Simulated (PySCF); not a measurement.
Electron correlation in I²⁶⁺ (iodine, charge +26)

Starting occupation: [Ar] 3d9, 3d3/2 with m_j = -3/2, -1/2, +1/2, +3/2, 3d5/2 with m_j = -3/2, -1/2, +1/2, +3/2, +5/2. Calculation: PySCF 2.14, in an even-tempered Gaussian basis (17 s from 3.7 bohr⁻², ratio 2.8; 12 p from 4.8 bohr⁻², ratio 2.8; 8 d from 4.8 bohr⁻², ratio 2.8; 3 f from 21 bohr⁻², ratio 3); X2C-1e with screened-nucleus spin-orbit coupling, Gaussian nucleus. Frozen: [Ne]; 17 electrons correlated; the 76 highest virtual spinors left out.

MP2 pair energies summed by pair of shells (mhartree):

```csv
pair,energy,share (%)
3d3/2-3d5/2,-151.69,25.2
3d5/2-3d5/2,-85.84,14.3
3d5/2-3p3/2,-76.17,12.6
3d3/2-3p3/2,-56.75,9.4
3d3/2-3d3/2,-54.86,9.1
3d5/2-3p1/2,-28.45,4.7
3p3/2-3p3/2,-24.95,4.1
3p1/2-3p3/2,-24.65,4.1
3d5/2-3s1/2,-23.37,3.9
3d3/2-3p1/2,-21.95,3.6
3d3/2-3s1/2,-18.83,3.1
3p3/2-3s1/2,-16.39,2.7
3p1/2-3s1/2,-8.07,1.3
3p1/2-3p1/2,-6.04,1.0
3s1/2-3s1/2,-4.24,0.7
```

Total MP2 correlation energy: -602.25 mhartree.

At this charge the one-electron X2C treatment keeps the bare 1/r₁₂, with no two-electron picture change or Breit term. The effect here is smaller than on the frozen 1s shell.
